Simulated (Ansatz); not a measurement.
```xyz
6

F     0.8999   -0.2527   -1.6293
Ta    0.0082   -0.0606    0.0086
F     0.2542   -1.8732    0.2656
F    -0.8623   -0.0244    1.6686
Cl    1.5398    1.4593    0.7218
Cl   -1.8399    0.7516   -1.0352
```

Charge 0, multiplicity 1. Ta takes the def2 core potential.

Problem. List the ωB97M-V/def2-TZVPP orbital energies in eV (Ansatz 0.2.0). (An estimate is asked.)

Solution. Computed: Occupied: -2772.96, -2772.96, -678.63, -677.94, -677.94, -263.37, -263.37, -200.80, -200.80, -200.74, -200.74, -200.72, -200.72, -81.88, -47.68, -47.63, -47.31, -36.18, -36.11, -35.00, -26.52, -26.29, -17.51, -17.06, -16.94, -16.38, -16.28, -15.16, -15.16, -15.02, -14.73, -14.68, -13.84, -13.16, -12.66, -12.62, -12.51. Lowest empty: -0.71, -0.54, -0.33, -0.28, 1.14, 3.41, 4.06, 4.16.
